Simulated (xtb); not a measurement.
propylene glycol (C₃H₈O₂), singlet, geometry from GFN2-xTB. Base run: GFN2-xTB (xtb 6.7.1).

Geometry (Å):
```xyz
13

C      1.8332     0.1364     0.3509
C      0.4269     0.3065    -0.2121
O     -0.2812     1.3497     0.4316
C     -0.3881    -0.9922    -0.1085
O     -1.6764    -0.8221    -0.6378
H      2.3667     1.0828     0.3076
H      1.7885    -0.1935     1.3882
H      2.3813    -0.6032    -0.2252
H      0.4721     0.6136    -1.2623
H     -0.2559     1.1939     1.3837
H      0.0900    -1.7947    -0.6734
H     -0.4495    -1.2955     0.9509
H     -1.9639     0.0714    -0.4015
```
All else is at xtb's defaults.
Base energy -18.62244 Eh.

Variants of this job, named by their change:

```tsv
change	ΔE vs base (mEh)	HOMO-LUMO gap (eV)	dipole (D)	G_solv (kcal/mol)	SCF cycles
base	0.000	11.83	2.76	-	10
alpb = chcl3	-10.319	11.93	3.02	-6.90	10
acc = 30	0.000	11.83	2.76	-	7
gbsa = water	-8.478	11.95	3.05	-6.12	10
file = coord	0.000	11.83	2.76	-	10
alpb = dmso	-14.848	11.93	2.98	-10.08	10
etemp = 1000	0.000	11.83	2.76	-	10
```

ALPB and GBSA are two models with their own fitted parameters for each solvent, which aren't always the measured dielectric constant.
